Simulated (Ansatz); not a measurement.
Two structures of GaPH₅Br, closed shell, reached by relaxing down either side of one saddle point (PBE0-D4/def2-TZVP). Energies are electronic, without zero-point energy. Ansatz 0.2.0; basis: def2-TZVPP and def2-QZVPP; cores frozen in the correlated methods. Filled d shells of the heavier atoms are correlated. The def2 sets are not built for correlating such inner shells, so the correlated values are less sure here. Extrapolation: Hartree–Fock as exp(−7.88 √X), correlation as X^−2.97. First:

Ga1  (-0.761, -0.569, -1.087)
Br2  (0.982, 0.403, -2.351)
H3  (-0.618, -2.116, -0.916)
H4  (-2.092, 0.250, -1.126)
H5  (0.561, 1.697, 0.986)
P6  (0.349, 0.306, 1.002)
H7  (1.678, -0.129, 1.158)
H8  (-0.099, 0.157, 2.334)
(Å)

Second:

Ga1  (-0.817, -0.816, -0.421)
Br2  (0.823, 1.180, -1.824)
H3  (-0.161, -2.016, -1.189)
H4  (-2.162, -0.163, -0.895)
H5  (1.395, 1.599, -0.589)
P6  (-0.111, -0.399, 1.760)
H7  (1.279, -0.399, 1.466)
H8  (-0.246, 1.013, 1.691)
(Å)

Q: Which bonds change from the first to the second?

A: GaH₂Br ([GaH2][Br]) + PH₃ → GaPH₄ ([PH2][GaH2]) + HBr (still joined by a long Ga–Br bond); bonds formed: Br2–H5; bonds broken: H5–P6; bonds weakened to dative contacts: Ga1–Br2.

Q: Give the saddle point's structure and its height above each. (To be estimated.)

A: By the calculation: 1.672 eV above the first and 0.329 eV above the second (CCSD(T) at an estimated basis limit (MP2 extrapolated from triple and quadruple zeta, plus CCSD(T) − MP2 in triple zeta)).
Ga1  (-0.738, -0.685, -0.703)
Br2  (0.866, 1.204, -1.690)
H3  (-0.079, -1.992, -1.223)
H4  (-2.150, -0.075, -0.918)
H5  (0.637, 0.712, -0.150)
P6  (0.061, -0.174, 1.509)
H7  (1.475, -0.211, 1.474)
H8  (-0.073, 1.221, 1.702)
(Å)

No T1 diagnostic of these runs exceeds 0.012.

Labels in which every atom is bracketed show which atoms are joined, not bond orders.

For scale, one of the runs: CCSD(T)/def2-TZVPP, 208 basis functions (an equivalent command: `ansatz run in.yaml --threads 4`). Time: 110 s of wall clock on 4 CPU threads; the host was shared. Peak host memory: 2.7 GiB.
